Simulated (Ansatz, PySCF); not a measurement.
Process, species as SMILES: C[SiH](C)O[SiH3] -> C[SiH](C)O[SiH2] + H atom (the H-Si bond at the site shown breaks; other sites are not compared here)
Each molecule is optimised on its own at B3LYP-D3(BJ)/def2-TZVP (Ansatz, a first-principles code), one conformer each, not searched for the lowest. Frequencies are from Ansatz or PySCF.
Geometry of the first species:
```
Si
O 1 1.6475
Si 2 1.6313 1 147.77
H 3 1.4789 2 108.79 1 179.84
H 1 1.4826 2 106.50 3 179.40
H 3 1.4833 4 109.28 2 -120.70
H 3 1.4833 4 109.28 6 -118.60
C 1 1.8675 5 109.88 2 -118.69
H 8 1.0918 1 111.11 5 59.43
H 8 1.0927 9 107.97 1 -122.11
H 8 1.0928 9 107.90 10 -116.28
C 1 1.8675 5 109.88 2 118.71
H 12 1.0918 1 111.11 5 -59.47
H 12 1.0927 13 107.97 1 122.12
H 12 1.0928 13 107.90 14 116.27
```

Property: bond dissociation energy (0 K, with B3LYP-D3(BJ) harmonic zero-point energies), in kcal/mol. Valence correlation only, unless marked. UHF or UKS for open shells. Spin-orbit coupling is left out. No relativistic terms. CBS marks a two-point X^-3 extrapolation of the correlation energy; Hartree-Fock from the larger set.

| level | program | bond dissociation energy (kcal/mol) |
|---|---|---|
| r2SCAN/def2-TZVPD | Ansatz | 86.2 |
| CAM-B3LYP-D4/def2-TZVPD | Ansatz + dftd4 | 90.1 |
| LC-wPBE-D3(BJ)/def2-TZVPD | Ansatz + dftd3 | ? |
| B2GP-PLYP-D3(BJ)/def2-TZVPD | Ansatz + dftd3 | ? |
| CCSD(T)/CBS(cc-pV(T+d)Z,cc-pV(Q+d)Z) | Ansatz | 91.9 |

Q: Fill in the missing entries.

A: 
- LC-wPBE-D3(BJ)/def2-TZVPD, bond dissociation energy (kcal/mol): 86.8
- B2GP-PLYP-D3(BJ)/def2-TZVPD, bond dissociation energy (kcal/mol): 89.1
